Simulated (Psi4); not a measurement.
C2H6Be, triplet, at a GFN2-xTB geometry (such geometries of metal compounds can be far from the true shape) (a higher spin typed on purpose: for a closed-shell molecule this is an excited state). Base run: B3LYP/3-21G (Psi4).

The Psi4 input:
```
memory 2 GB

molecule {
0 3
  Be   -0.59151348    0.70898352   -0.63341171
  C     1.13439908    0.00718795   -0.73541342
  H     1.28983714   -0.98386020   -0.33761048
  H     1.76817134    0.71261334   -0.21642873
  H     1.35997484    0.01618799   -1.79336085
  C    -0.94778829   -0.23317345    0.93651902
  H    -1.24309839   -1.23320178    0.65224027
  H    -1.78919833    0.28921990    1.37213089
  H    -0.13929735   -0.28098028    1.65004216
}

set basis 3-21g
set reference uks

energy('b3lyp')
print_variables()
```

Each row names what was changed in the base input (with any setting that the change needs).

| change | ΔE vs base (µEh) | SCF cycles | grid points | basis functions |
|---|---|---|---|---|
| base | 0.0 | 8 | 194280 | 39 |
| dft_radial_points = 35 | -21.1 | 8 | 92436 | 39 |
| scf_type = mem_df | 0.0 | 8 | 194280 | 39 |
| scf_type = direct | 63.8 | 10 | 194280 | 39 |
| level_shift = 1.0 | 0.0 | 8 | 194280 | 39 |
| scf_initial_accelerator = none | 0.0 | 8 | 194280 | 39 |
| cholesky_tolerance = 1e-3 (with scf_type cd) | -8.7 | 8 | 194280 | 39 |
| e_convergence = 1e-10 | 0.0 | 11 | 194280 | 39 |
| ints_tolerance = 1e-8 | 0.0 | 8 | 194280 | 39 |
| dft_basis_tolerance = 1e-8 | 0.0 | 8 | 193223 | 39 |
| scf_type = dfdirj+cosx | -30.4 | 9 | 194280 | 39 |
| guess = modhuckel | 0.0 | 9 | 194280 | 39 |
| e_convergence = 1e-4 | 0.0 | 8 | 194280 | 39 |

Open shells are given as the SCF converged; they aren't shown to be the lowest states, and a large step between rows can be another state.
